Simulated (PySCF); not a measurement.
AlSb at BHandHLYP

Level: BHandHLYP. PySCF, scalar-relativistic core potentials, basis sets Al def2-SVP, Sb def2-SVP with ECP28.

```
state                                            : ³Σ⁻ (triplet), unpaired electrons π ↑↑
bond length                                      : 2.755 Å
harmonic wavenumber                              : 258 cm⁻¹
force constant                                   : 0.867 mdyn/Å
rotational constant Be                           : 0.1007 cm⁻¹
anharmonicity ωexe                               : 0.818 cm⁻¹
vibration–rotation constant αe                   : 0.000469 cm⁻¹
well depth De to Al + Sb                         : 1.74 eV
dissociation energy D0                           : 1.72 eV
bond order (Mayer)                               : 1.04
dipole moment (positive dipole means Al(−)Sb(+)) : -1.07 D
```

These are scalar-relativistic numbers at best; spin–orbit coupling would shift them, the dissociation energy most. The state was picked by a PBE0 search and need not be the measured ground state.
